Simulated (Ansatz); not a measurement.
A single point on CH$_{5}$NSn (`[CH3][Sn][NH2]`).

```yaml
crystal:
  periodic: [false, false, false]
  atoms:
    - {symbol: C, position_ang: [-0.740281, 0.930417, -0.609666]}
    - {symbol: Sn, position_ang: [1.321551, 0.707535, 0.102295]}
    - {symbol: N, position_ang: [0.999382, -1.173010, 0.749372]}
    - {symbol: H, position_ang: [-1.016172, 0.080539, -1.239985]}
    - {symbol: H, position_ang: [-0.877360, 1.850757, -1.179764]}
    - {symbol: H, position_ang: [-1.419788, 0.951739, 0.247915]}
    - {symbol: H, position_ang: [1.702356, -1.738306, 1.198486]}
    - {symbol: H, position_ang: [0.122510, -1.666770, 0.675648]}
basis:
  gaussian: {orbitals: def2-TZVPP}
hamiltonian: {xc: pbe}
correlation: {method: rpa}
```

```sh
$ ansatz run in.yaml --threads 2 --pin off --events-out ev --progress --plain
```

Shortened log:

```
Functional definition: PBE
1236 factors; integrals over basis functions are off by at most 9.9e-4 eV
mean field evaluation 1: about -8416.2022 eV, gradient 1.0e2 eV
mean field evaluation 2: about -8416.1988 eV, gradient 1.0e2 eV
mean field evaluation 4: about -8432.0264 eV, gradient 4.9e1 eV
mean field evaluation 8: about -8438.0188 eV, gradient 6.2e-1 eV
mean field evaluation 16: about -8438.0186 eV, gradient 1.3e-3 eV
mean field -8438.01857924 eV, -310.0914632926 hartree, gradient 3.4e-6 eV, S^2 0.000000; 0 other end points of the search recorded, 0 dependent functions left out
6 core orbitals not correlated: weight in the atoms' cores, before any rotation towards them, 1.000 or more for the frozen orbitals, at most 0.000 for the correlated occupied ones
reference -8397.00966385 eV, -308.5844134490 hartree; 14, 14 occupied and 162, 162 virtual orbitals, 1236 factors
Total energy: -8426.87332751 eV, -309.6818828462 hartree
```

Hardware: 2 threads of a server CPU on a shared host. Wall time 4.4 s, peak host memory 0.4 GiB.
